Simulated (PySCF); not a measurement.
B3LYP has the VWN-RPA correlation part, as in Gaussian. Delta-SCF ions had no search for a lower state. Excitations are Tamm–Dancoff values on a coarser integration grid. The basis has no diffuse functions, so Rydberg states are missing or too high.

Cartesian coordinates (Å):
```xyz
5

C      1.2147     0.0366     0.4203
C      0.0867    -0.1875     0.0661
S     -1.4509    -0.6345    -0.4641
H      2.2070     0.2455     0.7358
H     -2.0584     0.5423    -0.2185
```
Charge 0, multiplicity 1.

Q: Give the HOMO–LUMO gap, vertical ionisation energy (Delta-SCF), T1 excitation (TDA), LUMO, dipole moment, S1 excitation (TDA), total energy and S1–T1 gap (TDA) at the level B3LYP-D3(BJ)/def2-TZVP (PySCF 2.14.0).

A: 
```
Property                                       Value
--------------------------------------  ------------
HOMO–LUMO gap                                6.18 eV
vertical ionisation energy (Delta-SCF)       9.29 eV
T1 excitation (TDA)                          4.41 eV
LUMO                                        -0.57 eV
dipole moment                                 0.82 D
S1 excitation (TDA)                          4.79 eV
total energy                            -475.5933 Ha
S1–T1 gap (TDA)                              0.38 eV
```
